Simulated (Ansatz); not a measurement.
Molecule: C$_{5}$H$_{4}$F, charge 0, multiplicity 2. It need not be the lowest isomer of its formula. 
Geometry from a B3LYP-D3(BJ)/def2-TZVP (Ansatz, an electronic-structure program) optimisation:
```xyz
10

F      1.9013     0.8317    -0.2577
C      0.6974     0.2838    -0.0961
C      0.3773    -1.0160    -0.1377
C     -1.1051    -1.1268     0.1026
C     -1.5752     0.3075     0.2866
C     -0.4956     1.0670     0.1613
H      1.0432    -1.8465    -0.3102
H     -1.3301    -1.7253     0.9923
H     -1.6207    -1.5982    -0.7413
H     -2.5969     0.5924     0.4787
```
Charge 0, spin multiplicity 2.

Basis-set convergence of Hartree-Fock and CCSD correlation energies (hartree) with Ansatz. Correlated levels leave the core frozen unless marked. UHF or UKS for open shells. No spin-orbit coupling. Non-relativistic.

The UHF reference is spin-contaminated (<S^2> 0.47 over the pure value in the largest basis). 

| basis | functions | E(HF) | E(corr, CCSD) |
|---|---|---|---|
| cc-pVDZ | 104 | -291.01649 | -0.83893 |
| cc-pVTZ | 236 | -291.09818 | -1.02369 |
| cc-pVQZ | 450 | -291.11818 | -1.08497 |

Extrapolating the two largest sets (X = 3 and 4) as X^-3: E(corr) = (64·(-1.08497) - 27·(-1.02369))/37 = -1.1297 Eh, an estimate of the basis-set limit. The largest set recovers 96.0 % of it, the smallest 74.3 %.
